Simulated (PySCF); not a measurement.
Isomers of C6H9FO. Method: PySCF 2.14.0, PBE0-D3(BJ)/def2-SVP geometry optimisation, gas phase. Energies are electronic, without zero-point or thermal terms, for one conformer each. No frequencies were run at this level. Point groups hold within 0.08 Å.

Task: Rank from lowest to highest electronic energy at this level (kcal/mol).
A. `[O:1]=[C:2]1[CH2:3][CH2:4][CH2:5][CH2:6][C@H:7]1[F:8]` with O1–C2–C3–C4 -121°, C2–C3–C4–C5 -53°, C3–C4–C5–C6 54°, C4–C5–C6–C7 -56°
B. `[CH3:1][C:2]1([CH3:3])[O:4][CH:5]=[CH:6][C@@H:7]1[F:8]` with C1–C2–O4–C5 -134°, C2–O4–C5–C6 6°, C5–C6–C7–F8 108°, C1–C2–C7–C6 132°
C. `[CH3:1][O:2]/[CH:3]=[CH:4]/[CH2:5]/[CH:6]=[CH:7]\[F:8]` with C1–O2–C3–C4 -1°, C3–C4–C5–C6 -115°, C4–C5–C6–C7 -120°

Result: A (0.0), B (16.4), C (48.1).

As drawn, the lowest has a C=O bond, which the highest lacks; the highest has a C=C bond outside aromatic rings, which the lowest lacks.

```csv
SMILES,E (Eh),E rel (kcal/mol),dipole (D),point group,"A, B, C (MHz)"
O=C1CCCC[C@H]1F,-408.38519,0.0,2.72,C1,"2573, 2189, 1587"
CC1(C)OC=C[C@@H]1F,-408.35904,16.4,1.57,C1,"2566, 2348, 1716"
CO/C=C/C/C=C\F,-408.30846,48.1,1.29,C1,"6120, 692.3, 669.2"
```
